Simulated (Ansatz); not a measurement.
Consider the ligand exchange at a Ga–N bond: `[NH2][GaH][NH][SnH3]` + arsine → `[NH2][GaH][AsH2]` + `[NH2][SnH3]`.

Gas-phase electronic energies from Ansatz, PBE0-D4/def2-TZVP geometries. CCSD(T)/CBS adds triple-zeta CCSD(T) − MP2 to the extrapolated MP2 energy (def2 sets, frozen cores). DFT in def2-TZVPP. Elements past krypton have def2 core potentials. For As, Ga, Sn outer-core shells are correlated without core-valence functions, which leaves a few kJ/mol of doubt a bond. Scalar relativity is left out up to krypton. One conformer a species, not always the lowest.

Q: Is it downhill or uphill in electronic energy at CCSD(T)/CBS, and by how much? (An estimate is asked.)

A: Computed: Downhill: ΔE = -4.1 kJ/mol.

Q: What do these levels give: PBE-D4, ωB97M-V, B2PLYP, BLYP, r2SCAN, r2SCANh, BHLYP, HF/def2-SVP, MP2/def2-SVP, MP2/def2-TZVPP, CCSD(T)/def2-TZVPP, CCSD/CBS(def2)? (Best estimate.)

A: The calculation gave: PBE-D4 -20.8, ωB97M-V -11.5, B2PLYP -10.4, BLYP -19.7, r2SCAN -15.4, r2SCANh -15.5, BHLYP -12.1, HF/def2-SVP 2.3, MP2/def2-SVP 6.4, MP2/def2-TZVPP -4.4, CCSD(T)/def2-TZVPP -4.5, CCSD/CBS(def2) -4.2 kJ/mol.

Largest T1 diagnostic among the species: 0.014.

From BLYP to BHLYP (50 % exact exchange), in def2-TZVPP and without D4, ΔE moves by +7.5 kJ/mol. The D4 term adds +5.2 kJ/mol with B3LYP and +3.0 kJ/mol with PBE0; it sums over pairs of atoms, weighted by their polarisabilities, and B3LYP, whose exchange is more repulsive, gets the larger term.

B3LYP here is the variant with VWN-RPA as its local correlation; programs differ in this.
